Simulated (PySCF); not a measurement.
# UHF on Sc (scandium, neutral)

Configuration: [Ar] 3d1 4s2, 2D determinant. Computed with PySCF 2.14 in aug-cc-pVTZ-DK (8s7p5d3f2g, 93 functions), with scalar relativity by spin-free X2C-1e.

```json
{
 "Total energy": "-763.285058 hartree",
 "One-electron energy": "-1044.9257 hartree",
 "Hartree (Coulomb) energy": "319.9759 hartree",
 "Exchange energy": "-38.3353 hartree",
 "⟨S²⟩": "0.7621",
 "⟨L²⟩": "6.054",
 "Sum of ⟨r⟩": "21.40 bohr",
 "Sum of ⟨r²⟩": "52.74 bohr²",
 "Traceless quadrupole moment −½Σ⟨3z² − r²⟩ along its main axis": "0.227 e·bohr²",
 "Langevin diamagnetic susceptibility": "-41.8 ×10⁻⁶ cm³/mol"
}
```

```json
{"shell": "1s β", "electrons": "1", "mean orbital energy (hartree)": "-166.81711", "spread (hartree)": "0", "rms radius, mean of both spins (bohr)": "0.0844"}
{"shell": "1s α", "electrons": "1", "mean orbital energy (hartree)": "-166.81698", "spread (hartree)": "0", "rms radius, mean of both spins (bohr)": "0.0844"}
{"shell": "2s α", "electrons": "1", "mean orbital energy (hartree)": "-19.26553", "spread (hartree)": "0", "rms radius, mean of both spins (bohr)": "0.370"}
{"shell": "2s β", "electrons": "1", "mean orbital energy (hartree)": "-19.25324", "spread (hartree)": "0", "rms radius, mean of both spins (bohr)": "0.370"}
{"shell": "2p α", "electrons": "3", "mean orbital energy (hartree)": "-15.68932", "spread (hartree)": "0.00265", "rms radius, mean of both spins (bohr)": "0.340"}
{"shell": "2p β", "electrons": "3", "mean orbital energy (hartree)": "-15.67696", "spread (hartree)": "0.01757", "rms radius, mean of both spins (bohr)": "0.340"}
{"shell": "3s α", "electrons": "1", "mean orbital energy (hartree)": "-2.61716", "spread (hartree)": "0", "rms radius, mean of both spins (bohr)": "1.15"}
{"shell": "3s β", "electrons": "1", "mean orbital energy (hartree)": "-2.56347", "spread (hartree)": "0", "rms radius, mean of both spins (bohr)": "1.15"}
{"shell": "3p α", "electrons": "3", "mean orbital energy (hartree)": "-1.60814", "spread (hartree)": "0.03723", "rms radius, mean of both spins (bohr)": "1.27"}
{"shell": "3p β", "electrons": "3", "mean orbital energy (hartree)": "-1.54030", "spread (hartree)": "0.05337", "rms radius, mean of both spins (bohr)": "1.27"}
{"shell": "3d α", "electrons": "1", "mean orbital energy (hartree)": "-0.34347", "spread (hartree)": "0", "rms radius, mean of both spins (bohr)": "1.92"}
{"shell": "4s α", "electrons": "1", "mean orbital energy (hartree)": "-0.21769", "spread (hartree)": "0", "rms radius, mean of both spins (bohr)": "4.23"}
{"shell": "4s β", "electrons": "1", "mean orbital energy (hartree)": "-0.20566", "spread (hartree)": "0", "rms radius, mean of both spins (bohr)": "4.23"}
```

Densities and radii are taken from the X2C orbitals without a picture-change correction, which distorts them close to the nucleus.

Spin-orbit constants ζ (cm⁻¹) from the X2C one-electron operator on these orbitals: bare nucleus, nucleus screened by l(l+1)(2l+1)/3 electrons, and screened by the Breit-Pauli mean field of the electrons.

| shell | bare | screened nucleus | mean field |
| --- | --- | --- | --- |
| 2p | 26920 | 24360 | 23190 |
| 3p | 2767 | 2503 | 2364 |
| 3d | 172.1 | 90.12 | 74.70 |

To first order the Landé constant is A = 74.70 cm⁻¹, so the lowest level has J = 3/2 and lies 0.0139 eV below the centre of the term.
